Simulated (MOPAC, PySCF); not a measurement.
Noncovalent pair: C2H2 (SMILES C#C) (first 4 atoms) with CH4O (SMILES CO); geometry from B3LYP-D3(BJ)/def2-TZVP, rigid monomers moved along the line of their centres of mass till C2···H10 is 3.29 Å.
(charge 0, multiplicity 1):
```xyz
10

C      0.3410     0.3800     0.1368
C     -0.4015    -0.5376     0.3383
H      0.9974     1.1948    -0.0518
H     -1.0568    -1.3544     0.5228
C      0.1386     0.2531     5.0010
O      0.8992    -0.7310     4.3200
H      0.5641     1.2571     4.8880
H      0.1515    -0.0065     6.0591
H     -0.9040     0.2777     4.6640
H      0.8629    -0.5414     3.3746
```

Monomers are frozen at their geometry in the pair; levels with a basis set take the counterpoise correction. Rows marked so take none.

Rows in 3-21G carry no dispersion term and start afresh at each structure. The state reached by PM6, PM7 isn't checked; PM7 holds dispersion and hydrogen-bond terms.

Programs: MOPAC for PM6, PM7 (differences of heats of formation); PySCF for 3-21G rows. 

Problem. One of these levels gives -1.45 kcal/mol for the interaction energy. Which?
A) PM6
B) PM7
C) HF/3-21G (no counterpoise)

Solution. C, HF/3-21G (no counterpoise). The others give -0.40 (PM6), -0.81 (PM7)
